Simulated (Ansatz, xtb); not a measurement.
# Relative energy of two isomers of C3H9ClSi3

We compare a, `C#CC[Si@@H](Cl)[SiH2][SiH3]`, a singlet, with b, `CC#C[Si@@H]([SiH3])[SiH2]Cl`, a singlet. Both are isolated molecules in the gas phase, relaxed with r2SCAN-D4/def2-SVP, each in the lowest conformer that the search found.

Problem. Estimate which is lower in electronic energy at CCSD(T)/def2-SVP + ΔMP2/def2-TZVPP, and by roughly how much.

Solution. The CCSD(T)/def2-SVP + ΔMP2/def2-TZVPP calculation puts structure b lower, by 34.0 kJ/mol.

The same difference at several levels:

```
                             level            geometry  E(b) − E(a) (kJ/mol)  departure from the last row (kJ/mol)  job, with rough time for the two
                          GFN2-xTB            GFN2-xTB                   −40.5                                  −6.5              optimisation, 0.44 s
                         HF/STO-3G            GFN2-xTB                   −50.1                                 −16.1              single point, 0.56 s
      r2SCAN-D4/def2-SVP//GFN2-xTB            GFN2-xTB                   −34.2                                  −0.2               single point, 5.2 s
                r2SCAN-D4/def2-SVP  r2SCAN-D4/def2-SVP                   −34.6                                  −0.6                optimisation, 97 s
                       HF/def2-SVP  r2SCAN-D4/def2-SVP                   −45.6                                 −11.6           part of the CCSD(T) run
                      MP2/def2-SVP  r2SCAN-D4/def2-SVP                   −35.0                                  −1.0           part of the CCSD(T) run
                  CCSD(T)/def2-SVP  r2SCAN-D4/def2-SVP                   −34.7                                  −0.7                      single point
CCSD(T)/def2-SVP + ΔMP2/def2-TZVPP  r2SCAN-D4/def2-SVP                   −34.0                                                   single point, 1.8 min
```

As drawn, both hold the same kinds of bond in the same numbers. Structure a has 0 methyl groups, b 1.

None of the levels shown reverses the order. The largest departure from CCSD(T)/def2-SVP + ΔMP2/def2-TZVPP is that of HF/STO-3G, 16.1 kJ/mol. A small imaginary or near-zero mode remains, so no thermal terms are given. The last row adds to CCSD(T) the change of the MP2 difference between the two basis sets, here +0.7 kJ/mol.

The correlated steps freeze 23 core orbitals. Run with Ansatz 0.2.0, xtb 6.7.1; the last row on 4 threads of Arm Neoverse V1 on a shared host.
